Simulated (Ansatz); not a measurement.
This geometry of Cl$_{3}$HSn (5 atoms, charge 0, multiplicity 1) is a first-order saddle point.

These are results of Ansatz, UKS PBE-D4/def2-SVP, not measurements.

```xyz
5
Properties=species:S:1:pos:R:3
Sn 0.480 1.269 0.330
Cl 1.078 -0.820 -1.240
H -0.479 -0.652 -1.047
Cl -1.769 0.058 -0.491
Cl 0.691 0.145 2.447
```

Which two structures does it join? (They come from a converged band through this point; their orientation in space is the band's.)

Bonds broken: H3–Cl4. Bonds formed: Cl2–H3.  The two ends are copies of one structure, up to a mirror image or an exchange of like atoms.

Image 0:

```xyz
5
Properties=species:S:1:pos:R:3
Sn 0.620 1.233 0.314
Cl 1.230 -0.740 -1.152
H -0.740 -0.638 -1.050
Cl -1.856 -0.003 -0.574
Cl 0.746 0.147 2.461
```

Image 8:

```xyz
5
Properties=species:S:1:pos:R:3
Sn 0.366 1.319 0.381
Cl 1.051 -0.922 -1.354
H -0.292 -0.791 -1.163
Cl -1.797 0.231 -0.335
Cl 0.673 0.163 2.471
```

How far does it lie above each of them?

0.7 kcal/mol above the first and 0.7 kcal/mol above the second. This is the barrier of this one path; another mechanism may lie lower. The orbitals stay closed-shell, which can raise the energy where a bond breaks towards radicals; this wasn't checked here.

The run took 2.4 min on 2 threads of Arm Neoverse V2 (shared host), peak memory 0.16 GiB.
